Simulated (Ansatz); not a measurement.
Basis sets compared for BMe2I (C₂H₆BI). Charge 0, multiplicity 1. Geometry PBE0-D4/def2-SVP. Ansatz on 4 threads of Intel Xeon Platinum 8488C on a shared host; times are rough, and most runs start from earlier orbitals.

```xyz
10

B     0.336    0.310   -0.166
C    -0.721   -0.233   -1.178
H    -1.577    0.469   -1.131
H    -1.114   -1.218   -0.879
H    -0.390   -0.258   -2.225
C     0.382   -0.078    1.344
H     1.030   -0.974    1.410
H    -0.605   -0.381    1.727
H     0.827    0.680    2.002
I     1.831    1.683   -0.904
```

In the def2 sets I takes a core potential, while STO-3G treats all electrons; there is no spin–orbit coupling.

STO-3G and 6-31G are all-electron sets without relativity, so their totals don't compare with the def2 sets.

Binding counts from free atoms (B doublet, C triplet, H doublet, I doublet) in the same basis, without a counterpoise term.

```
                          level  functions  energy (Eh)  HOMO (eV)  LUMO (eV)  binding per atom (eV)  wall time
                      HF/STO-3G         48   -6953.4202      -7.21       6.36                      –      0.2 s
                   HF/def2-TZVP        179    -400.6551      -9.72       2.52                   2.94      1.1 s
                PBE-D4/def2-SVP         98    -402.1711      -5.93      -1.95                   3.92      0.5 s
               PBE-D4/def2-TZVP        179    -402.2944      -6.09      -2.06                   3.89     0.85 s
            r2SCAN-D4/def2-TZVP        179    -402.5104      -6.35      -1.73                   3.85      1.4 s
               PBE0-D4/def2-SVP         98    -402.2250      -7.12      -1.06                   3.89      0.6 s
PBE0-D4/def2-TZVP (with forces)        179    -402.3441      -7.22      -1.13                   3.85      1.9 s
```

Q: Estimate the rows for PBE-D4/def2-TZVPD, r2SCAN-D4/def2-TZVPD, PBE0-D4/def2-TZVPD.

A: 
```tsv
level	functions	energy (Eh)	HOMO (eV)	LUMO (eV)	binding per atom (eV)	wall time
PBE-D4/def2-TZVPD	224	-402.2950	-6.10	-2.09	3.89	1.2 s
r2SCAN-D4/def2-TZVPD	224	-402.5108	-6.36	-1.74	3.85	2.1 s
PBE0-D4/def2-TZVPD	224	-402.3445	-7.23	-1.16	3.85	1.8 s
```
